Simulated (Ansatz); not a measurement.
Born–Oppenheimer molecular dynamics of AlClFH$_{3}$OSi (8 atoms, charge 0, multiplicity 1). It starts from a relaxed structure.

Method: RKS PBE0-D4/6-31G in Ansatz 0.2.0.

* ensemble: NVE (velocity Verlet)
* time step: 0.5 fs
* steps asked: 250
* starting velocities drawn for: 200 K
* masses: H 2.014 u
* seed: 251192

First frame:

```xyz
8
Properties=species:S:1:pos:R:3
Al -0.140 0.023 0.069
F -0.057 0.662 1.637
O 1.151 -0.759 -0.649
Si 2.457 -1.553 -1.392
H 1.930 -2.620 -2.307
H 3.251 -0.551 -2.180
H 3.326 -2.173 -0.336
Cl -2.023 0.269 -0.967
```

Task: How far do the bonds stretch over the last three quarters of this one trajectory? (Pairs bonded in most of those frames.)

Result: 
```json
{"bond": "Al1–F2", "mean (Å)": "1.697", "spread (Å)": "0.012", "shortest": "1.68", "longest": "1.72"}
{"bond": "Al1–O3", "mean (Å)": "1.669", "spread (Å)": "0.025", "shortest": "1.64", "longest": "1.72"}
{"bond": "Al1–Cl8", "mean (Å)": "2.168", "spread (Å)": "0.012", "shortest": "2.14", "longest": "2.18"}
{"bond": "O3–Si4", "mean (Å)": "1.701", "spread (Å)": "0.027", "shortest": "1.65", "longest": "1.75"}
{"bond": "Si4–H5", "mean (Å)": "1.503", "spread (Å)": "0.003", "shortest": "1.50", "longest": "1.51"}
{"bond": "Si4–H6", "mean (Å)": "1.504", "spread (Å)": "0.013", "shortest": "1.48", "longest": "1.52"}
{"bond": "Si4–H7", "mean (Å)": "1.502", "spread (Å)": "0.013", "shortest": "1.48", "longest": "1.53"}
```

Mean temperature of the second half: 109 K. The conserved energy stayed within 0.023 meV per atom of its start (net change 0.0065 meV per atom), so the integration is sound. Over the second half the temperature averaged 0.54 of the 200 K drawn at the start: a run that starts near a minimum puts about half its kinetic energy into the potential. A run of 0.12 ps of so small a system gives no equilibrium averages. Limits of this set-up: no polarisation functions.

The run took 5.3 min on 1 thread of AMD EPYC 9R45 96-Core Processor (Zen 5), on a shared host, peak memory 0.16 GiB.
